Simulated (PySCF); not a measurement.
BBrClF, singlet, geometry from GFN2-xTB; PBE/def2-SVP, polarisability by finite fields (PySCF).

PySCF was given this input:
```python
from pyscf import gto, scf, dft

mol = gto.M(
    atom='''
B    -0.63530624    0.09060175   -0.26285208
F    -1.72139616   -0.65123299   -0.32083313
Cl   -0.65943557    1.65632806   -0.95470123
Br    0.85370004   -0.64998540    0.58376227
''',
    basis='def2-svp',
    verbose=4,
)

mf = dft.RKS(mol)
mf.xc = 'pbe'
mf.conv_tol = 1e-6
mf.kernel()
h0, z, done = mf.get_hcore(), mol.intor('int1e_r')[2], []
def energy(F):
    f = mf.copy()
    f.scf_summary = {}
    f.get_hcore = lambda *a: h0 + F * z
    e = f.kernel(mf.make_rdm1())
    done.append(f.converged)
    return e
F = 0.001
alpha = -(energy(F) + energy(-F) - 2 * mf.e_tot) / F**2
print('alpha_zz =', alpha)
```

The log (banner, timings and long lists left out):

```
PySCF version 2.14.0

[INPUT] verbose = 4
[INPUT] num. atoms = 4
[INPUT] num. electrons = 66
[INPUT] charge = 0
[INPUT] spin (= nelec alpha-beta = 2S) = 0
[INPUT] symmetry False subgroup None
[INPUT] Mole.unit = angstrom
[INPUT] Symbol           X                Y                Z      unit          X                Y                Z       unit  Magmom
[...]
nuclear repulsion = 285.674819086527
number of shells = 32
number of NR pGTOs = 158
number of NR cGTOs = 78
basis = def2-svp
ecp = {}

******** <class 'pyscf.dft.rks.RKS'> ********
method = RKS
initial guess = minao
damping factor = 0
level_shift factor = 0
DIIS = <class 'pyscf.scf.diis.CDIIS'>
diis_start_cycle = 1
diis_space = 8
diis_damp = 0
SCF conv_tol = 1e-06
SCF conv_tol_grad = None
SCF max_cycles = 50
direct_scf = True
direct_scf_tol = 1e-13
XC library pyscf.dft.libxc version 7.1.2
    S. Lehtola, C. Steigemann, M. J. T. Oliveira, and M. A. L. Marques,  SoftwareX 7, 1–5 (2018)
XC functionals = pbe
    J. P. Perdew, K. Burke, and M. Ernzerhof,  Phys. Rev. Lett. 77, 3865 (1996)
    J. P. Perdew, K. Burke, and M. Ernzerhof,  Phys. Rev. Lett. 78, 1396 (1997)
    J. P. Perdew, K. Burke, and M. Ernzerhof,  Phys. Rev. Lett. 77, 3865 (1996)
    J. P. Perdew, K. Burke, and M. Ernzerhof,  Phys. Rev. Lett. 78, 1396 (1997)
radial grids:
    Treutler-Ahlrichs [JCP 102, 346 (1995); DOI:10.1063/1.469408] (M4) radial grids

becke partition: Becke, JCP 88, 2547 (1988); DOI:10.1063/1.454033
pruning grids: <function nwchem_prune>
grids dens level: 3
symmetrized grids: False
atomic radii adjust function: <function treutler_atomic_radii_adjust>
small_rho_cutoff = 0
Set gradient conv threshold to 0.001
Initial guess from minao.
tot grids = 67616
init E= -3157.28082110847
[...]
cycle= 1 E= -3157.8865867934  delta_E= -0.606  |g|= 0.481  |ddm|= 2.41
[...]
cycle= 2 E= -3157.74406886183  delta_E= 0.143  |g|= 1.04  |ddm|= 1.06
[...]
cycle= 3 E= -3157.9237055399  delta_E= -0.18  |g|= 0.0938  |ddm|= 0.769
[...]
cycle= 4 E= -3157.92535026102  delta_E= -0.00164  |g|= 0.0387  |ddm|= 0.138
[...]
cycle= 5 E= -3157.92570743823  delta_E= -0.000357  |g|= 0.0117  |ddm|= 0.0512
[...]
cycle= 6 E= -3157.92574348551  delta_E= -3.6e-05  |g|= 0.00318  |ddm|= 0.0141
[...]
cycle= 7 E= -3157.92574637431  delta_E= -2.89e-06  |g|= 0.000906  |ddm|= 0.00482
[...]
cycle= 8 E= -3157.92574658214  delta_E= -2.08e-07  |g|= 0.000226  |ddm|= 0.00119
[...]
Extra cycle  E= -3157.92574655521  delta_E= 2.69e-08  |g|= 0.00046  |ddm|= 0.000572
[...]
converged SCF energy = -3157.92574655521
[...]
pruning grids: <function nwchem_prune>
grids dens level: 3
symmetrized grids: False
atomic radii adjust function: <function treutler_atomic_radii_adjust>
small_rho_cutoff = 0
Overwritten attributes  get_hcore  of <class 'pyscf.dft.rks.RKS'>
Set gradient conv threshold to 0.001
init E= -3157.92574052342
[...]
cycle= 1 E= -3157.92574301657  delta_E= -2.49e-06  |g|= 0.00591  |ddm|= 0.0208
[...]
cycle= 2 E= -3157.92573540489  delta_E= 7.61e-06  |g|= 0.00782  |ddm|= 0.0177
[...]
cycle= 3 E= -3157.92575491337  delta_E= -1.95e-05  |g|= 0.00121  |ddm|= 0.0107
[...]
cycle= 4 E= -3157.92575521673  delta_E= -3.03e-07  |g|= 0.000225  |ddm|= 0.00127
[...]
Extra cycle  E= -3157.92575518842  delta_E= 2.83e-08  |g|= 0.000427  |ddm|= 0.000541
converged SCF energy = -3157.92575518842

******** <class 'pyscf.dft.rks.RKS'> ********
method = RKS
initial guess = minao
damping factor = 0
level_shift factor = 0
DIIS = <class 'pyscf.scf.diis.CDIIS'>
diis_start_cycle = 1
diis_space = 8
diis_damp = 0
SCF conv_tol = 1e-06
SCF conv_tol_grad = None
SCF max_cycles = 50
direct_scf = True
direct_scf_tol = 1e-13
XC library pyscf.dft.libxc version 7.1.2
    S. Lehtola, C. Steigemann, M. J. T. Oliveira, and M. A. L. Marques,  SoftwareX 7, 1–5 (2018)
XC functionals = pbe
    J. P. Perdew, K. Burke, and M. Ernzerhof,  Phys. Rev. Lett. 77, 3865 (1996)
    J. P. Perdew, K. Burke, and M. Ernzerhof,  Phys. Rev. Lett. 78, 1396 (1997)
    J. P. Perdew, K. Burke, and M. Ernzerhof,  Phys. Rev. Lett. 77, 3865 (1996)
    J. P. Perdew, K. Burke, and M. Ernzerhof,  Phys. Rev. Lett. 78, 1396 (1997)
radial grids:
    Treutler-Ahlrichs [JCP 102, 346 (1995); DOI:10.1063/1.469408] (M4) radial grids

becke partition: Becke, JCP 88, 2547 (1988); DOI:10.1063/1.454033
pruning grids: <function nwchem_prune>
grids dens level: 3
symmetrized grids: False
atomic radii adjust function: <function treutler_atomic_radii_adjust>
small_rho_cutoff = 0
Set gradient conv threshold to 0.001
init E= -3157.92575258698
[...]
cycle= 1 E= -3157.92575470414  delta_E= -2.12e-06  |g|= 0.00609  |ddm|= 0.021
[...]
cycle= 2 E= -3157.92574573415  delta_E= 8.97e-06  |g|= 0.00837  |ddm|= 0.0185
[...]
cycle= 3 E= -3157.92576708105  delta_E= -2.13e-05  |g|= 0.00139  |ddm|= 0.0112
[...]
cycle= 4 E= -3157.92576747195  delta_E= -3.91e-07  |g|= 0.000302  |ddm|= 0.00144
[...]
Extra cycle  E= -3157.92576741602  delta_E= 5.59e-08  |g|= 0.000608  |ddm|= 0.000806
converged SCF energy = -3157.92576741602
alpha_zz = 29.49402369267773
```
